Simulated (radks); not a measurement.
Dipole-allowed excitations along the series with 12 electrons in [Ne] 3s2. All-electron calculation, scalar-relativistic Kohn-Sham, LDA (Slater exchange, VWN5 correlation), spin-polarised, spherical densities, finite nucleus; Fermi nuclear charge, rms radius of each element as measured or else 0.836 A^(1/3) + 0.57 fm. Program: a radial shooting solver on a logarithmic mesh with Libxc functionals. Time-dependent linear response with the Hartree and adiabatic LDA kernel, continuum included through the Sternheimer equations, no spin-orbit coupling, so fine structure and intercombination lines are absent. Lines are the poles of the dipole polarisability below minus the highest occupied eigenvalue, found on a grid refined at the orbital gaps; the lowest seven at most are given, and weak or close lines can be missed. The first line takes the name of the lowest orbital gap if no other gap lies below it; otherwise a line is named after a gap within 0.6 % of it, if that gap stands alone.

species,-e(HOMO) (eV),lowest orbital gap (eV),first line (eV),f,static alpha (bohr^3),measured (eV)
Mg,4.781,3s-3p 3.408,4.223 (3s-3p),1.49,70.99,3s-3p 4.346
Al+,14.917,3s-3p 5.767,7.510 (3s-3p),1.74,23.31,3s-3p 7.421
Si2+,28.661,3s-3p 8.007,10.438 (3s-3p),1.61,11.21,-
P3+,45.747,3s-3p 10.200,13.237 (3s-3p),1.46,6.412,-
S4+,66.062,3s-3p 12.372,15.975 (3s-3p),1.34,4.061,-
Cl5+,89.552,3s-3p 14.539,18.685 (3s-3p),1.24,2.751,-

Measured values: term averages from the NIST Handbook of Basic Atomic Spectroscopic Data.
